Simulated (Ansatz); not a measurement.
Predict a relaxed structure of the cluster Ag2Br⁺, charge 1, singlet, at PBE0-D4/def2-TZVP (Ansatz).


```xyz
3

Ag   -2.104   -0.055   -0.148
Ag    1.934    0.529   -0.656
Br    0.170   -0.473    0.804
```
Point group C2v (tolerance 0.1 Å). This is one stationary point.

In the def2 sets Ag takes a core potential; there is no spin–orbit coupling. The relaxation made no stability test and no search for a lower SCF solution. The structure comes from a short search, and lower isomers may exist.
